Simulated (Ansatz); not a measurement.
Correlation energies of C$_{2}$H$_{5}$BF$_{2}$O (`B[C@@H](F)[C@H](O)F`) by basis set

Cartesian coordinates in Å:
```
B 1.515 0.019 0.602
C 0.227 0.742 0.093
F 0.475 1.758 -0.821
C -0.804 -0.186 -0.520
O -1.337 -0.970 0.470
F -0.183 -0.984 -1.473
H 2.591 0.446 0.322
H 1.388 -0.926 1.317
H -0.252 1.198 0.975
H -1.559 0.389 -1.070
H -2.061 -1.487 0.105
```

Total charge 0; spin multiplicity 1. All single points use the PBE0-D4/def2-TZVP geometry. It is one conformer, not always the lowest. Frozen core, restricted reference, Ansatz. CBS rows extrapolate triple and quadruple zeta; past MP2 they add the triple-zeta difference.

| basis | HF (Eh) | MP2 corr. |
| --- | --- | --- |
| def2-TZVPP | -377.20419 | -1.16356 |
| def2-QZVPP | -377.22079 | -1.26015 |

(1) Estimate the CCSD correlation energy and the (T) correction in each basis where they were run (hartree).

Results:

(1) 
| basis | CCSD corr. | (T) |
| --- | --- | --- |
| def2-TZVPP | -1.19604 | -0.04066 |
| CBS(def2) | -1.36418 | as TZ |
